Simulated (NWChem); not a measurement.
AlClF₂; SMILES [F][Al]([F])[Cl]

```xyz
4

Al     0.0000     0.0000     0.4183
F      0.0000    -1.4183     1.2546
F      0.0000     1.4183     1.2546
Cl     0.0000     0.0000    -1.6483
```
Atoms are numbered in this order, from 1.

Structure relaxed at the PBE0/def2-SVP level. B3LYP is NWChem's, with the RPA form of VWN correlation.

Symmetry labels are those of C2v in the frame above (b1 and b2, or b-type labels, depend on it).

List the 4 lowest vertical singlet excitations and the 4 lowest triplet ones from B3LYP/6-31G* (spherical d), full TDDFT (NWChem).


| state | energy (eV) | oscillator strength | symmetry | leading excitation (squared amplitude) |
|---|---|---|---|---|
| S1 | 6.71 | 0.021 | b2 | HOMO → LUMO (0.99) |
| S2 | 6.91 | 0.027 | b1 | HOMO−1 → LUMO (0.99) |
| S3 | 7.68 | 0.000 | a2 | HOMO → LUMO+1 (1.00) |
| S4 | 8.05 | 0.003 | a1 | HOMO−1 → LUMO+1 (0.64) |
| T1 | 6.41 | spin-forbidden | b2 | HOMO → LUMO (0.99) |
| T2 | 6.57 | spin-forbidden | b1 | HOMO−1 → LUMO (0.98) |
| T3 | 7.52 | spin-forbidden | a1 | HOMO−1 → LUMO+1 (0.79) |
| T4 | 7.56 | spin-forbidden | a2 | HOMO → LUMO+1 (0.99) |
